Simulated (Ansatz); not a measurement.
Gas-phase electronic energies from Ansatz, PBE0-D4/def2-TZVP geometries. CBS: MP2 limit from def2 TZ/QZ plus the TZ coupled-cluster correction, frozen cores. This one scheme is used for every species. One conformer a species, not always the lowest.

Reaction (hydrogenolysis of a B–F bond): `NB(F)S` + H₂ → `NBS` + H–F

| species | CCSD/CBS(def2) energy (Eh) |
| --- | --- |
| `NB(F)S` | -578.97878 |
| H₂ | -1.17544 |
| `NBS` | -479.72768 |
| H–F | -100.38944 |

Q: Work out ΔE.

A: ΔE = (-479.72768) + (-100.38944) − (-578.97878) − (-1.17544) = 0.03710 Eh = +97.4 kJ/mol. CCSD(T)/CBS gives +98.4 kJ/mol.

Largest T1 diagnostic among the species: 0.012.

In def2-TZVPP, CCSD(T) changes the Hartree–Fock value by −4.7 kJ/mol (the triples alone add +1.0 kJ/mol) and MP2 by −3.7 kJ/mol.
